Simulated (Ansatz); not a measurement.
`B/C=C1\O[SiH2]1` + H₂ → `C=C1O[SiH2]1` + BH₃  (hydrogenolysis of a C–B bond)

Program: Ansatz. Geometries: PBE0-D4/def2-TZVP. ΔE: electronic, gas phase. CBS: MP2 limit from def2 TZ/QZ plus the TZ coupled-cluster correction, frozen cores. This one scheme is used for every species. DFT in def2-TZVPP. B3LYP here is the variant with VWN-RPA as its local correlation; programs differ in this.

Is it downhill or uphill in electronic energy at CCSD(T)/CBS, and by how much? (Best estimate.)

The calculation gave: Uphill: ΔE = +6.4 kcal/mol.

What do these levels give: BLYP, r2SCAN, B3LYP, r2SCANh, CCSD/def2-SVP, CCSD(T)/def2-SVP? (Estimate.)

Computed: BLYP 7.4, r2SCAN 9.3, B3LYP 6.2, r2SCANh 8.7, CCSD/def2-SVP 5.4, CCSD(T)/def2-SVP 6.9 kcal/mol.

Largest T1 diagnostic among the species: 0.016.

From r2SCAN to r2SCAN0 (25 % exact exchange), in def2-TZVPP and without D4, ΔE moves by −1.6 kcal/mol. The D4 term adds +1.6 kcal/mol with B3LYP and +0.9 kcal/mol with PBE0; it sums over pairs of atoms, weighted by their polarisabilities, and B3LYP, whose exchange is more repulsive, gets the larger term. In def2-TZVPP, CCSD(T) changes the Hartree–Fock value by +6.1 kcal/mol (the triples alone add +1.7 kcal/mol) and MP2 by +7.8 kcal/mol.
